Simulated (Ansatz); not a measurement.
Coupled-cluster diagnostics for the cluster LiAlO₂, Ansatz.

Geometry of the singlet (r2SCAN-D4/def2-TZVP):

```xyz
4

Li   -1.239    0.244    0.063
Al    0.945   -0.186   -0.048
O     0.424    1.214    0.631
O    -0.130   -1.272   -0.646
```

Correlated methods freeze 7 core orbitals; core or outer-core shells of Li are correlated, in sets that lack core-valence functions. Another isomer (singlet) lies 0.71 eV lower at PBE0-D4/def2-TZVP; other spin states weren't run for this one.

Task: Estimate the CCSD(T) correlation energy, the shares of MP2 and (T), T1 and the reference's ⟨S²⟩ for: charge 0, singlet, own geometry in def2-TZVPP; and the rough time on 2 threads of Arm Neoverse N1 on a shared host.

Result: 
| state | basis | correlation (eV) | MP2 share (%) | (T) share (%) | T1 | ⟨S²⟩ (pure) | wall time | remarks |
| --- | --- | --- | --- | --- | --- | --- | --- | --- |
| charge 0, singlet, own geometry | def2-TZVPP | -17.117 | 97.2 | 4.4 | 0.025 | 0.00 (0.00) | 12 s | large T1 |
Customary marks for T1 are 0.02 (closed shells), 0.045 (open shells) and about 0.05 (3d metals). T1 exceeds 0.02 in 1 of 1 rows and 0.045 in 0; the higher it lies, the less the single-reference result can be trusted.
